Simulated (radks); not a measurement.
Values are calculated unless marked as measured or tabulated.
Dynamic dipole polarisability and lines of the magnesium ion Mg8+, [He] 2s2. Code: a radial shooting solver on a logarithmic mesh with Libxc functionals. Model: scalar-relativistic Kohn-Sham, PBE, spin-polarised, spherical densities, finite nucleus; Fermi nuclear charge, rms radius of each element as measured or else 0.836 A^(1/3) + 0.57 fm. Time-dependent linear response with the Hartree and adiabatic LDA kernel, continuum included through the Sternheimer equations, no spin-orbit coupling, so fine structure and intercombination lines are absent. Lines are the poles of the dipole polarisability below minus the highest occupied eigenvalue, found on a grid refined at the orbital gaps; the lowest seven at most are given, and weak or close lines can be missed. The first line takes the name of the lowest orbital gap if no other gap lies below it; otherwise a line is named after a gap within 0.6 % of it, if that gap stands alone.

| photon energy (eV) | alpha (bohr^3) |
|---|---|
| 0 | 0.2410 |
| 15.250 | 0.3080 |
| 35.583 | -0.8680 |
| 55.916 | -0.08876 |
| 76.249 | -0.02773 |
| 96.582 | -0.005957 |
| 116.91 | 0.006374 |
| 137.25 | 0.01679 |
| 157.58 | 0.03098 |
| 177.91 | 0.07101 |
| 198.25 | -0.2368 |
| 218.58 | -0.02999 |
| 238.91 | 0.006823 |
| 259.25 | -0.02044 |
| 279.58 | -0.007724 |
| 299.91 | -0.004245 |

Lines (eV, oscillator strength): 31.788 (39.00 nm, 2s-2p), f = 0.306; 193.93 (6.393 nm, 2s-3p), f = 0.554; 248.56 (4.988 nm, 2s-4p), f = 0.141; 271.59 (4.565 nm, 2s-5p), f = 0.0594; 283.64 (4.371 nm, 2s-6p), f = 0.0311; 290.75 (4.264 nm, unassigned), f = 0.0185; 295.29 (4.199 nm, unassigned), f = 0.0119. Higher lines, where found, are left out when the end of the mesh affects them. Those listed give 99 % of the static polarisability (sum of f/w^2). Orbital energy gaps for comparison: 2s-2p 23.275 eV; 2s-3p 194.74 eV; 2s-4p 248.78 eV; 2s-5p 271.68 eV; 2s-6p 283.69 eV.
